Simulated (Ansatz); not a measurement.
Program: Ansatz. Geometries: PBE0-D4/def2-TZVP. ΔE: electronic, gas phase. CCSD(T)/CBS is the MP2 limit (def2-TZVPP, def2-QZVPP) plus CCSD(T) − MP2 in def2-TZVPP, frozen cores. This one scheme is used for every species. DFT in def2-TZVPP. B3LYP here is the variant with VWN-RPA as its local correlation; programs differ in this. One conformer a species, not always the lowest.

Consider the cleavage of the Si–Al bond: `O[SiH2][AlH][Cl]` + `N[Si](O)(Cl)Cl` → `O[SiH2]N[Si](O)(Cl)Cl` + `[AlH2][Cl]`.

`O[SiH2][AlH][Cl]`:

Cartesian coordinates in Å:
```
O 0.757 1.046 1.378
Si 0.190 1.012 -0.178
Al -0.617 -1.258 -0.655
Cl -0.199 -2.546 0.973
H 0.831 0.200 1.823
H -0.884 2.035 -0.313
H 1.270 1.411 -1.127
H -1.348 -1.900 -1.901
```

`N[Si](O)(Cl)Cl`:

Cartesian coordinates in Å:
```
N -0.759 -0.691 0.677
Si 0.313 0.392 -0.060
O 0.312 0.218 -1.676
Cl -0.110 2.367 0.214
Cl 2.142 0.014 0.767
H -1.739 -0.664 0.444
H -0.611 -0.962 1.636
H 0.452 -0.674 -2.003
```

`O[SiH2]N[Si](O)(Cl)Cl`:

```xyz
12

O    -0.757   -1.294   -1.237
Si   -0.185    0.246   -1.466
N    -0.142    0.966    0.092
Si    0.389    0.262    1.554
O     0.471   -1.344    1.370
Cl   -0.897    0.830    3.036
Cl    2.237    0.893    2.129
H    -0.506   -1.949   -1.891
H    -1.090    1.068   -2.308
H     1.145    0.129   -2.117
H    -0.561    1.882    0.166
H    -0.105   -1.689    0.673
```

`[AlH2][Cl]`:

```xyz
4

Al    0.057   -0.096   -0.115
Cl   -0.692    1.162    1.386
H     1.607   -0.054   -0.393
H    -0.972   -1.012   -0.878
```

Is it downhill or uphill in electronic energy at CCSD(T)/CBS, and by how much? (An estimate is asked.)

The calculation gave: Downhill: ΔE = -85.6 kJ/mol.

What do these levels give: PBE-D4, r2SCAN-D4, PBE0-D4, B3LYP-D4, ωB97X-V, B2PLYP, HF/def2-TZVPP, SCS-MP2/def2-TZVPP, CCSD/def2-TZVPP, CCSD(T)/def2-TZVPP, HF/CBS(def2), MP2/CBS(def2)? (Estimate.)

The calculation gave: PBE-D4 -63.4, r2SCAN-D4 -80.0, PBE0-D4 -71.0, B3LYP-D4 -84.1, ωB97X-V -83.1, B2PLYP -84.7, HF/def2-TZVPP -92.8, SCS-MP2/def2-TZVPP -94.3, CCSD/def2-TZVPP -87.5, CCSD(T)/def2-TZVPP -87.2, HF/CBS(def2) -94.2, MP2/CBS(def2) -93.9 kJ/mol.

Largest T1 diagnostic among the species: 0.011.

From PBE to PBE0 (25 % exact exchange), in def2-TZVPP and without D4, ΔE moves by −8.2 kJ/mol. The D4 term adds −8.1 kJ/mol with B3LYP and −4.7 kJ/mol with PBE0; it sums over pairs of atoms, weighted by their polarisabilities, and B3LYP, whose exchange is more repulsive, gets the larger term.
